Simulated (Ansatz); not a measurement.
Ansatz results at the PBE0-D4/def2-TZVP geometry: LUMO energy (PBE0/def2-TZVPP) -0.19 eV; HOMO energy (B3LYP/def2-TZVPP) -7.34 eV; LUMO energy (PBE/def2-TZVPP) -0.96 eV.

Each molecule was computed in one conformer, which needn't be the lowest.

(1) Which molecule gave them?
A. `C[O][AlH][CH2]F`
B. `[CH3][Al]([OH])[CH2]F`
C. `CO[CH2][AlH][F]`
D. `NCB(O)Cl`

Answers

(1) B. The others give `NCB(O)Cl`: 0.04, -6.72, -0.98; `C[O][AlH][CH2]F`: -0.73, -7.40, -1.49; `CO[CH2][AlH][F]`: -1.00, -6.77, -1.77.

B3LYP here is the variant with VWN-RPA as its local correlation; programs differ in this.
